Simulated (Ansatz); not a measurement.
Cost and result for the atomization energy of CH₁₀AlNSi₂, SMILES `[CH3][Al]([NH2])[SiH2][SiH3]` (15 atoms, 14 bonds).

Cartesian coordinates in Å:
```
C 0.162 2.446 0.140
Al 0.926 0.679 -0.171
N 2.622 0.359 0.224
Si -0.372 -1.211 -1.035
Si -1.988 -1.881 0.519
H 0.892 3.153 0.542
H -0.241 2.870 -0.785
H -0.674 2.389 0.846
H 3.266 1.029 0.612
H 3.084 -0.526 0.087
H -1.104 -0.853 -2.288
H 0.474 -2.401 -1.350
H -2.884 -0.736 0.842
H -2.831 -3.007 0.030
H -1.331 -2.311 1.786
```

Total charge 0; spin multiplicity 1. Geometry: relaxed with PBE0-D4/def2-TZVP. It is one conformer, not always the lowest. Program: Ansatz. All runs use 2 threads of an AMD EPYC 7R13 on a shared host and a share of an NVIDIA H100 80 GB. Times are those of one run each, without the atoms' runs, and a repeat can differ threefold. Electronic energies, without spin–orbit coupling; frozen cores. CCSD(T)/CBS adds CCSD(T) − MP2 in def2-TZVPP to the MP2 limit, and its time is that of the two runs behind it. T1 = 0.013. B3LYP takes the VWN-RPA correlation (the form of Gaussian; ORCA's B3LYP/G).

CCSD(T)/CBS is a level of theory with its own doubt, some kJ/mol a heavy atom from the limit and from the frozen cores, so smaller differences don't rank the functionals.

| level | functions | wall time |
| --- | --- | --- |
| PBE0-D4/def2-TZVPP | 328 | 1.7 s |
| B3LYP-D4/def2-TZVPP (with forces) | 328 | 1.9 s |
| B2PLYP/def2-TZVPP | 328 | 2.1 s |
| ωB97X-V/def2-TZVPP | 328 | 2.1 s |
| PBE-D4/def2-TZVPP (with forces) | 328 | 2.5 s |
| r2SCAN-D4/def2-TZVPP (with forces) | 328 | 2.6 s |
| ωB97M-V/def2-TZVPP (with forces) | 328 | 2.8 s |
| MP2/def2-QZVPP | 624 | 3 s |
| CCSD(T)/def2-TZVPP | 328 | 3.8 s |
| CCSD(T)/CBS(def2) | – | 6.8 s |

Q: What atomization energy does each give, and how far from CCSD(T)/CBS? (An estimate is asked.)

A: The calculation gave: 
| level | atomization (kcal/mol) | difference from CCSD(T)/CBS | per bond |
| --- | --- | --- | --- |
| PBE0-D4/def2-TZVPP | 1145.3 | -9.4 | -0.7 |
| B3LYP-D4/def2-TZVPP (with forces) | 1153.9 | -0.8 | -0.1 |
| B2PLYP/def2-TZVPP | 1137.5 | -17.2 | -1.2 |
| ωB97X-V/def2-TZVPP | 1161.1 | 6.4 | 0.5 |
| PBE-D4/def2-TZVPP (with forces) | 1153.7 | -1.0 | -0.1 |
| r2SCAN-D4/def2-TZVPP (with forces) | 1153.2 | -1.5 | -0.1 |
| ωB97M-V/def2-TZVPP (with forces) | 1154.1 | -0.6 | 0.0 |
| MP2/def2-QZVPP | 1139.4 | -15.3 | -1.1 |
| CCSD(T)/def2-TZVPP | 1124.3 | -30.4 | -2.2 |
| CCSD(T)/CBS(def2) | 1154.7 | 0.0 | 0.0 |

In def2-TZVPP, CCSD(T) changes the Hartree–Fock value by +266.9 kcal/mol (the triples alone add +12.3 kcal/mol) and MP2 by +263.9 kcal/mol; breaking electron pairs costs correlation energy, which Hartree–Fock lacks. From PBE to PBE0 (25 % exact exchange), in def2-TZVPP and without D4, the atomization energy moves by −7.4 kcal/mol: exact exchange takes away binding that semilocal exchange gives to molecules. The D4 term adds +12.0 kcal/mol with B3LYP and +6.5 kcal/mol with PBE0; it sums over pairs of atoms, weighted by their polarisabilities, and B3LYP, whose exchange is more repulsive, gets the larger term.
